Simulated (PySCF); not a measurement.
Compound: [In(NMe2)H3]-, C₂H₉InN (charge -1).
Structure used (PBE0-D3(BJ)/def2-SVP), in Å, numbered top down from 1:
```
atom  x, y, z in Å
In1    0.0064    0.0020   -1.9171
N2     0.1810    0.3248    0.2159
C3     1.0480   -0.5284    0.9497
C4    -1.0033    0.6178    0.9437
H5     1.3664   -0.0779    1.9255
H6     1.9719   -0.7379    0.3818
H7     0.6111   -1.5281    1.2266
H8    -1.6630    1.2943    0.3719
H9    -1.6273   -0.2777    1.2189
H10   -0.7907    1.1263    1.9198
H11    1.6873   -0.0824   -2.5050
H12   -0.9164    1.4032   -2.5201
H13   -0.8713   -1.5360   -2.2115
```

Method: PBE0-D3(BJ)/def2-SVP geometry optimisation, gas phase, def2 core potentials past Kr (PySCF 2.14.0).

Which atoms are bound to In1, and at what distances?

4 atoms: H11 1.783 Å, H12 1.783 Å, H13 1.795 Å, N2 2.164 Å. The nearest atom not counted as bound is C4, at 3.10 Å (others tie with it).

List the angles at In1.

```csv
angle,degrees,distance of the outer atoms (Å)
H11–In1–H12,114.4,3.00
H11–In1–H13,111.5,2.96
H12–In1–H13,111.4,2.96
N2–In1–H13,109.2,3.23
N2–In1–H12,104.9,3.14
N2–In1–H11,104.8,3.14
```

What is the shape at In1?

Distorted tetrahedral: angles from 104.8° to 114.4°; τ4 = (360° − α − β)/141° = 0.95 with α and β the two widest (0 for a square, 1 for a tetrahedron). The In–H distances aren't all alike: 1.783 to 1.795 Å.

What are the other bond lengths?

N2–C3, N2–C4 1.421 Å; C3–H5 and 3 like bonds 1.123 Å; C3–H6, C4–H8 1.105 Å.

Give some angles away from the centre.

In1–N2–C3 118.0°, C3–N2–C4 111.6°.

What are the rotational constants (commonest isotopes, rigid rotor)?

A = 8207, B = 2038, C = 1731 MHz: a near-prolate asymmetric top.

Point group: Cs (every atom within 0.08 Å of its image). Charge -1, singlet. PBE0-D3(BJ)/def2-SVP frequencies: not computed here.

Hardware: one thread of an x86-64 server, no GPU, on a shared host. Cost: 14 s. These figures are those of the optimisation.
